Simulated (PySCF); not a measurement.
C₂H₇BrSi, SMILES C[SiH](C)Br.

Coordinates come from a PBE0-D3(BJ)/def2-SVP optimisation.

The numbers are results of r2SCAN/def2-TZVP (PySCF), not measurements.

Isolated molecule, no solvent.

| Quantity | Result |
|---|---|
| total energy | -2944.09447 hartree |
| point group | Cs |
| highest occupied level | -7.14 eV |
| lowest empty level | 0.01 eV |
| orbital gap | 7.15 eV |
| dipole moment | 2.27 D |
| quadrupole, principal values (traceless, Buckingham form, about the centre of nuclear charge) | -1.89, 0.66, 1.23 D·Å |
| mean static polarisability | 70.1 bohr³ (10.38 Å³) |
| polarisability, principal values | 60.8, 68.9, 80.4 bohr³ |
